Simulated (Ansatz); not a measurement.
This geometry of C2H11NOSi2 (17 atoms, charge 0, multiplicity 1) is a first-order saddle point.

Method: RKS PBE0/6-31G in Ansatz 0.2.0.

```xyz
17
Properties=species:S:1:pos:R:3
C 0.864 0.105 2.333
O 0.960 -0.481 1.026
Si 0.516 0.301 -0.464
Si 1.293 -1.193 -2.103
C -1.381 0.691 -0.643
N -2.147 0.215 0.490
H -0.161 0.035 2.719
H 1.522 -0.464 2.993
H 1.182 1.157 2.342
H 1.264 1.623 -0.531
H 0.631 -2.532 -1.944
H 0.940 -0.663 -3.471
H 2.784 -1.368 -2.038
H -1.492 1.770 -0.864
H -1.728 0.159 -1.538
H -1.938 0.609 1.392
H -3.127 0.036 0.340
```

Q: Which two structures does it join? (They come from a converged band through this point; their orientation in space is the band's.)

A: No bond is made or broken. The dihedral Si4–Si3–C5–N6 goes from -170 to 45°.

Initial state:

```xyz
17
Properties=species:S:1:pos:R:3
C 0.696 -0.620 2.307
O 0.955 -0.873 0.910
Si 0.467 0.203 -0.364
Si 1.446 -0.691 -2.304
C -1.443 0.360 -0.490
N -1.930 1.130 0.648
H -0.377 -0.520 2.502
H 1.096 -1.470 2.863
H 1.200 0.296 2.644
H 0.983 1.602 -0.067
H 0.883 -2.053 -2.603
H 1.143 0.201 -3.481
H 2.938 -0.799 -2.168
H -1.725 0.756 -1.485
H -1.849 -0.657 -0.431
H -1.584 2.077 0.715
H -2.918 1.058 0.845
```

Final state:

```xyz
17
Properties=species:S:1:pos:R:3
C 0.675 -0.086 2.588
O 0.821 -0.531 1.228
Si 0.543 0.504 -0.150
Si 1.360 -0.708 -1.985
C -1.331 0.838 -0.396
N -1.972 -0.385 -0.854
H -0.375 0.121 2.837
H 1.035 -0.889 3.234
H 1.266 0.819 2.783
H 1.244 1.827 0.105
H 0.880 -2.128 -1.945
H 0.886 -0.062 -3.259
H 2.867 -0.710 -1.999
H -1.767 1.288 0.516
H -1.403 1.600 -1.184
H -1.831 -1.203 -0.279
H -2.916 -0.298 -1.201
```

Q: How far does it lie above each of them?

A: 0.214 eV above the first and 0.225 eV above the second. This is the barrier of this one path; another mechanism may lie lower. Limits of this set-up: no polarisation functions.

The run took 3.4 min on 1 thread of AMD EPYC 9R45 96-Core Processor (Zen 5) (shared host), peak memory 0.27 GiB.
